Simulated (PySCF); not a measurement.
Indirect couplings

Molfile (atoms numbered from 1):
```
C4H8OSe
     RDKit          3D

 14 14  0  0  0  0  0  0  0  0999 V2000
    1.2134    0.8436    0.0080 C   0  0  0  0  0  0  0  0  0  0  0  0
    1.3315   -0.6641   -0.1793 C   0  0  0  0  0  0  0  0  0  0  0  0
    0.1778   -1.6438    1.0493 Se  0  0  0  0  0  2  0  0  0  0  0  0
   -1.4550   -0.6644    0.5485 C   0  0  0  0  0  0  0  0  0  0  0  0
   -1.1219    0.5420   -0.3159 C   0  0  0  0  0  0  0  0  0  0  0  0
   -0.0939    1.3127    0.2376 O   0  0  0  0  0  0  0  0  0  0  0  0
    1.6439    1.3429   -0.8856 H   0  0  0  0  0  0  0  0  0  0  0  0
    1.8067    1.1561    0.8813 H   0  0  0  0  0  0  0  0  0  0  0  0
    2.3588   -0.9931    0.0328 H   0  0  0  0  0  0  0  0  0  0  0  0
    1.0979   -0.9759   -1.2072 H   0  0  0  0  0  0  0  0  0  0  0  0
   -1.9171   -0.3361    1.4903 H   0  0  0  0  0  0  0  0  0  0  0  0
   -2.1488   -1.3414    0.0282 H   0  0  0  0  0  0  0  0  0  0  0  0
   -2.0082    1.1936   -0.3814 H   0  0  0  0  0  0  0  0  0  0  0  0
   -0.8863    0.2269   -1.3509 H   0  0  0  0  0  0  0  0  0  0  0  0
  1  2  1  0
  2  3  1  0
  3  4  1  0
  4  5  1  0
  5  6  1  0
  6  1  1  0
  1  7  1  0
  1  8  1  0
  2  9  1  0
  2 10  1  0
  4 11  1  0
  4 12  1  0
  5 13  1  0
  5 14  1  0
M  END
```

Indirect spin–spin couplings were computed at B3LYP/pcJ-1 (pcSseg-1 on Se) (without the spin–dipole term) (PySCF 2.14) on a PBE0-D3(BJ)/def2-SVP structure, for the isolated molecule, without vibrational or relativistic corrections. Couplings are averaged over pairs made equivalent by symmetry, fast rotation or ring inversion, so a value needn't be that of the named pair in this geometry, while other rotamers aren't included; one pair stands for each set, and the list holds those of at least 0.8 Hz over up to four bonds, among pairs with at least one C or H atom (others weren't computed).

Isotopes: $^{13}$C, $^{1}$H, $^{17}$O. Couplings to quadrupolar nuclei such as 17O and 33S are rarely resolved in practice.

```json
{"pair": "C1, C2", "bonds": "1", "J (Hz)": "37.7"}
{"pair": "C1, O6", "bonds": "1", "J (Hz)": "?"}
{"pair": "C1, H7", "bonds": "1", "J (Hz)": "148.5"}
{"pair": "C2, H9", "bonds": "1", "J (Hz)": "147.8"}
{"pair": "C1, C5", "bonds": "2", "J (Hz)": "-2.8"}
{"pair": "C1, H9", "bonds": "2", "J (Hz)": "-1.4"}
{"pair": "C2, O6", "bonds": "2", "J (Hz)": "?"}
{"pair": "O6, H7", "bonds": "2", "J (Hz)": "?"}
{"pair": "H7, H8", "bonds": "2", "J (Hz)": "-12.7"}
{"pair": "H9, H10", "bonds": "2", "J (Hz)": "-12.3"}
{"pair": "C1, C4", "bonds": "3", "J (Hz)": "5.4"}
{"pair": "C1, H13", "bonds": "3", "J (Hz)": "?"}
{"pair": "C2, H11", "bonds": "3", "J (Hz)": "?"}
{"pair": "O6, H9", "bonds": "3", "J (Hz)": "-2.1"}
{"pair": "H7, H9", "bonds": "3", "J (Hz)": "8.1"}
{"pair": "H7, H10", "bonds": "3", "J (Hz)": "7.1"}
```

Q: Estimate the withheld couplings, with signs.

A: 
- $^{1}J$(C1,O6) = 23.9 Hz (bond length 1.408 Å)
- $^{2}J$(C2,O6) = -1.7 Hz (mean over equivalent pairs that range from -2.8 to -0.5 Hz in this conformer)
- $^{2}J$(O6,H7) = -9.4 Hz (mean over equivalent pairs that range from -15.0 to -2.4 Hz in this conformer)
- $^{3}J$(C1,H13) = 5.6 Hz (mean over equivalent pairs that range from 0.2 to 8.8 Hz in this conformer)
- $^{3}J$(C2,H11) = 2.0 Hz (mean over equivalent pairs that range from 0.0 to 5.3 Hz in this conformer)

Relativistic effects of the heavier atoms present are left out.
